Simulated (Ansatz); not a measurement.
Reaction (ligand exchange at a Ge–O bond): `C[O][Ge]([O]C)([O]C)[O]C` + CH₃NH₂ → `C[NH][Ge]([O]C)([O]C)[O]C` + CH₃OH

Program: Ansatz. Geometries: PBE0-D4/def2-TZVP. ΔE: electronic, gas phase. CBS: MP2 limit from def2 TZ/QZ plus the TZ coupled-cluster correction, frozen cores. This one scheme is used for every species. DFT in def2-TZVPP. B3LYP here is the variant with VWN-RPA as its local correlation; programs differ in this. For Ge outer-core shells are correlated without core-valence functions, which leaves a few kJ/mol of doubt a bond. Scalar relativity is left out up to krypton. Each species was taken in one conformer, which may not be the lowest.

Task: Is it downhill or uphill in electronic energy at CCSD(T)/CBS, and by how much? (Estimate.)

Result: The calculation gave: Uphill: ΔE = +20.1 kJ/mol.

Task: What do these levels give: PBE-D4, r2SCAN, PBE0, B3LYP, HF/def2-TZVPP, MP2/def2-TZVPP, SCS-MP2/def2-TZVPP, CCSD(T)/def2-TZVPP, MP2/def2-QZVPP, SCS-MP2/def2-QZVPP, HF/CBS(def2), CCSD/CBS(def2)? (Estimate.)

Result: The calculation gave: PBE-D4 18.4, r2SCAN 24.0, PBE0 18.9, B3LYP 23.3, HF/def2-TZVPP 27.7, MP2/def2-TZVPP 19.4, SCS-MP2/def2-TZVPP 22.2, CCSD(T)/def2-TZVPP 20.9, MP2/def2-QZVPP 19.3, SCS-MP2/def2-QZVPP 22.0, HF/CBS(def2) 28.8, CCSD/CBS(def2) 20.3 kJ/mol.

Largest T1 diagnostic among the species: 0.012.

In def2-TZVPP, CCSD(T) changes the Hartree–Fock value by −6.8 kJ/mol (the triples alone add −0.2 kJ/mol) and MP2 by −8.3 kJ/mol.
